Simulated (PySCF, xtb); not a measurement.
C4H9AlO, SMILES [AlH]([O]C)[CH2]C=C. The values are those of a single conformer.

Harmonic wavenumbers (cm⁻¹) from GFN2-xTB (xtb) at its own minimum, in rising order: 25, 30, 74, 76, 159, 203, 218, 378, 427, 517, 539, 620, 648, 752, 863, 939, 1004, 1019, 1092, 1139, 1142, 1167, 1214, 1287, 1402, 1417, 1429, 1479, 1480, 1694, 1846, 2859, 2927, 2959, 2963, 2975, 3012, 3092, 3117.

Question: What does PBE-D3(BJ)/def2-SVP (PySCF) give at its own minimum? (The exact figures need the calculation; the answer reports its results.)

Answer: 64, 83, 90, 109, 156, 195, 291, 413, 457, 536, 599, 656, 705, 740, 834, 907, 917, 971, 999, 1139, 1147, 1159, 1199, 1261, 1358, 1394, 1419, 1427, 1432, 1584, 1896, 2898, 2968, 2984, 3032, 3067, 3074, 3136, 3180. Paired by order, the mean absolute difference is 41 cm⁻¹ and the zero-point energies are 71.7 and 72.2 kcal/mol.
